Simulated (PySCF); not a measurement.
**Working out the excitation energy of B**

B [He] 2s2 2p1 (2P) → B [He] 2s1 2p1 3s1 (4P). All numbers are calculated (PySCF 2.14, no relativity, point nucleus, in aug-cc-pVDZ). Frozen: 1s2. Energies in hartree (1 hartree = 27.21139 eV):

```json
{"part": "UHF", "B (lower)": "-24.530574", "B (upper)": "-24.230552"}
{"part": "MP2 opposite-spin", "B (lower)": "-0.034524", "B (upper)": "0.000000"}
{"part": "MP2 same-spin", "B (lower)": "-0.002546", "B (upper)": "-0.004639"}
```

Question: What does Hartree-Fock give?

Answer: (-24.230552) − (-24.530574) = 0.300022 hartree = 8.164 eV.

Question: What do MP2 and SCS-MP2 (6/5 opposite-spin, 1/3 same-spin) give?

Answer: The opposite-spin parts differ by 0.939 eV and the same-spin parts by -0.057 eV. MP2: 8.164 + (0.939) + (-0.057) = 9.046 eV. SCS-MP2: 8.164 + 1.2 × (0.939) + (-0.057)/3 = 9.272 eV.

The upper state lies above the first ionisation limit, but in LS coupling its spin forbids autoionisation to the ground ion. A Rydberg-like electron needs more diffuse functions than a valence basis has.

A double-zeta basis recovers only part of the correlation energy.
